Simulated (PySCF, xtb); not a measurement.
Si(H)(SiH3) anion (H4Si2), SMILES [SiH][SiH3] (connectivity only; charge and spin as stated), charge -1, multiplicity 2.

Harmonic wavenumbers (cm⁻¹) from xtb with GFN2-xTB at its own minimum, in rising order: 89, 360, 462, 607, 659, 878, 898, 930, 1701, 1733, 1776, 1892.

Question: What does PBE-D3(BJ)/def2-TZVPD in PySCF 2.14.0 give at its own minimum? (Estimate from the structure and the level; the computed values follow.)

Answer: 180, 364, 385, 402, 664, 864, 906, 910, 1841, 1957, 1974, 2007. Paired by order, the mean absolute difference is 92 cm⁻¹ and the zero-point energies are 17.1 and 17.8 kcal/mol.
